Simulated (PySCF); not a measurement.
Mn(OH)3 (H₃MnO₃), SMILES [OH][Mn]([OH])[OH] (connectivity only; charge and spin as stated), neutral, multiplicity 5.

Geometry: PBE0-D3(BJ)/def2-SVP. The spin state was assumed, not searched. One conformer was computed; it need not be the lowest.

Level of theory: PBE/def2-TZVPD in PySCF.

Gas-phase values at a fixed geometry.

**Question.** Estimate the frontier levels, dipole moment and polarisability. (The exact figures need the calculation; the answer reports its results.)

**Answer.** 
* **α spin, highest occupied and lowest empty level**: -5.56 and -3.78 eV
* **β spin, highest occupied and lowest empty level**: -7.39 and -3.63 eV
* **dipole moment**: 1.47 D
* **quadrupole, principal values (traceless, Buckingham form, about the centre of nuclear charge)**: -7.14, -1.57, 8.71 D·Å
* **mean static polarisability**: 51.1 bohr³ (7.58 Å³)
* **polarisability, principal values**: 35.8, 49.6, 67.9 bohr³
* **⟨S²⟩**: 6.033 (pure state 6.00)
